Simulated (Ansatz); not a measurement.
Basis-set extrapolation for CH5BFN (`NCBF`) (PBE0-D4/def2-TZVP geometry, frozen core, Ansatz 0.2.0). Multiplicity 1, RHF reference.

|  | def2-TZVPP | def2-QZVPP |
| --- | --- | --- |
| HF | -219.490670 | -219.501207 |
| MP2 correlation | -0.735940 | -0.793288 |
| CCSD(T) correlation | -0.790847 | not run |

Energies in hartree. Use E(X) = E(∞) + A·exp(−7.88·√X) for Hartree–Fock and E(X) = E(∞) + B·X^(−2.97) for correlation, with X = 3 and 4, and add CCSD(T) minus MP2 of the smaller set to the MP2 limit.

Problem. What is the CCSD(T) energy at the basis-set limit?

Solution. HF limit: -219.501207 + (-0.010537) × 0.13774 = -219.50266. MP2 limit: -0.793288 + (-0.057348) × 0.74074 = -0.83577. Higher-order term: -0.790847 − (-0.735940) = -0.05491. Total: -220.39334 hartree, 70.2 kcal/mol below CCSD(T)/def2-TZVPP.
